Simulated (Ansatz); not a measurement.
H6N2O2Zr, SMILES [NH2][Zr]([NH2])([OH])[OH], multiplicity 1. Atoms are numbered in the order given.

```xyz
11

Zr     0.0875     0.0022    -0.0012
O      1.7221    -0.6501    -0.8043
H      2.5499    -0.6867    -1.2806
O      0.3371     0.6732     1.7960
H      0.4147     0.7208     2.7473
N     -0.7762     1.5579    -1.0118
H     -0.8327     2.5209    -0.6883
H     -1.1759     1.5139    -1.9466
N     -1.2099    -1.5749    -0.1322
H     -0.9602    -2.5349    -0.3584
H     -2.2067    -1.5463     0.0705
```

Coordinates come from a PBE0-D3(BJ)/def2-SVP optimisation. The multiplicity is an assumed one; no other spin state was optimised. The structure was generated by enumeration; whether it is a known compound was not checked. The def2 effective core potentials stand for the cores of Zr; spin–orbit coupling is left out. One conformer was computed; it need not be the lowest.

Two levels are set side by side: PBE-D3(BJ)/def2-SVP (Ansatz, a program for electronic structure) and PBE0-D3(BJ)/def2-SVP (Ansatz). Each level has its own optimised geometry; the coordinates shown are those of the second. Differences are taken from unrounded values.

| quantity | PBE0-D3(BJ) |
|---|---|
| mean bond length (Å) | 1.394 |
| bond Zr1–O2 (Å) | 1.935 |
| bond Zr1–O4 (Å) | 1.935 |
| bond Zr1–N6 (Å) | 2.046 |
| bond Zr1–N9 (Å) | 2.046 |
| bond O2–H3 (Å) | 0.956 |
| bond O4–H5 (Å) | 0.956 |
| bond N6–H7 (Å) | 1.017 |
| bond N6–H8 (Å) | 1.018 |
| bond N9–H10 (Å) | 1.017 |
| bond N9–H11 (Å) | 1.018 |

**Question.** What does PBE-D3(BJ) give, and how far is it from PBE0-D3(BJ)? (An estimate is asked for; the answer gives what the named calculation found.)

**Answer.** 
```csv
quantity,PBE-D3(BJ),PBE-D3(BJ) minus PBE0-D3(BJ)
mean bond length (Å),1.405,0.011
bond Zr1–O2 (Å),1.949,0.014
bond Zr1–O4 (Å),1.949,0.014
bond Zr1–N6 (Å),2.057,0.011
bond Zr1–N9 (Å),2.057,0.011
bond O2–H3 (Å),0.967,0.011
bond O4–H5 (Å),0.967,0.011
bond N6–H7 (Å),1.026,0.009
bond N6–H8 (Å),1.027,0.009
bond N9–H10 (Å),1.026,0.009
bond N9–H11 (Å),1.027,0.009
```

GGA bonds tend to be longer and softer than those of functionals with exact exchange. Differences between two approximate levels are no errors against the true value.
